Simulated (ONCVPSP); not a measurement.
**Before and after: ONCV potential for Os (Z = 76)**

```json
{
  "Element": "osmium (Os)",
  "Generator": "ONCVPSP 4.0.1",
  "Type": "optimised norm-conserving Vanderbilt (ONCV)",
  "Functional": "PBE",
  "Relativity": "scalar-relativistic",
  "Frozen core": "[Kr] 4d10 4f14",
  "Valence charge": "16",
  "Reference configuration": "5s2 5p6 5d6 6s2",
  "Partial waves": "5s+6s: rc 1.40 bohr, ncon 3, nbas 7, qcut 8.4 1/bohr, 2 projectors; 5p: rc 1.85 bohr, ncon 3, nbas 8, qcut 7.6 1/bohr, 2 projectors, debl 2.2 Ha; 5d: rc 2.00 bohr, ncon 4, nbas 8, qcut 6.4 1/bohr, 2 projectors, debl 2.8 Ha",
  "Local potential": "polynomial inside 1.25 bohr (lpopt 5, dvloc0 3 Ha)",
  "Core correction": "Teter function, fcfact 5, rcfact 1.55"
}
```

Change: core correction Teter function, fcfact 5, rcfact 1.24.

Cutoffs: the cutoffs (Ha) at which the residual kinetic energy of the hardest occupied pseudo-wave falls to 1 and 0.1 mHa per electron; they do not see the model core or the augmentation charge, which bear on the density cutoff. Errors are all-electron minus pseudo energies relative to the spin-unpolarised reference configuration.

Task: How do hardness, ghosts and transferability respond?

Result: The potential gets neither clearly harder nor softer (27 Ha and 31 Ha → 27 Ha and 31 Ha); of the 4 tests that both files solve, the error grows in 0 and shrinks in 4 by more than 15 % and 0.3 meV (median size 13.4 → 5.5 meV); neither file shows a bound ghost. A model core, the more so a compact one, raises the density cutoff, which this test does not measure.

```csv
quantity,base,changed
"cutoff, loose",27 Ha,27 Ha
"cutoff, tight",31 Ha,31 Ha
bound ghosts,none,none
GHOST(+) flags under 300 eV,none,none
"error for 5s2 5p6 5d6 6s1, meV [ΔE 9.58 eV]",-4.8,-2.9
"error for 5s2 5p6 5d6 6s0, meV [ΔE 26.49 eV]",-17,-6.2
"error for 5s2 5p6 5d5 6s0, meV [ΔE 55.34 eV]",-24,-7.7
"error for 5s2 5p6 5d7 6s1, meV [ΔE 0.32 eV]",-10.0,-4.8
s: phases at 1.42 bohr within 0.05 rad from the reference energy up to (Ha; the scan ends near 5),to the end of the scan,to the end of the scan
p: phases at 1.88 bohr within 0.05 rad from the reference energy up to (Ha; the scan ends near 5),to the end of the scan,to the end of the scan
d: phases at 2.03 bohr within 0.05 rad from the reference energy up to (Ha; the scan ends near 5),to the end of the scan,to the end of the scan
"rms error of d²Exc/dni dnj with the model core, mHa",2.46,1.03
```
